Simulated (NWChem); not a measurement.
# Atomisation of AlCl

```xyz
2

Al     0.0000     0.0000    -1.2253
Cl     0.0000     0.0000     0.9370
```
Charge 0, spin multiplicity 1.

Program: NWChem. Structure: optimised with PBE/def2-SVP, a minimum by its harmonic frequencies.

Basis set: def2-TZVP. The atomisation energy is electronic alone: no zero-point, thermal, spin-orbit or counterpoise terms. No value is extrapolated to the basis-set limit. Free atoms are single determinants with multiplicities Al 2, Cl 2. Correlated methods freeze the same cores in atoms and molecule, 10 orbitals in all.

| method | atomisation energy (kcal/mol) | relative cost |
|---|---|---|
| HF | 92.4 | 1 |
| B3LYP | 117.4 | under 3 |
| PBE | 121.2 | under 3 |
| PBE0 | 119.0 | under 3 |
| M06-2X | 124.1 | under 3 |
| MP2 | 122.1 | under 3 |
| r2SCAN | 120.5 | under 3 |
| CCSD(T) | 116.9 | 9 |
| LC-wPBE (omega 0.3 per bohr) | 118.1 | 10 |

The values span 31.7 kcal/mol, from HF (lowest) to M06-2X (highest). Relative cost: rough, from shared machines, SCF included, HF = 1. Costs are the molecule's.

B3LYP has NWChem's definition, with VWN1-RPA local correlation. GW and range-separated runs recompute their integrals, the others keep them in memory, which bears on the times. The structure started from a generated list of species. The stability of the SCF solutions was not checked. Open-shell Hartree-Fock references start from PBE0 orbitals; any time given for them includes that run. Coupled-cluster values serve here as a point of comparison, not as the truth.
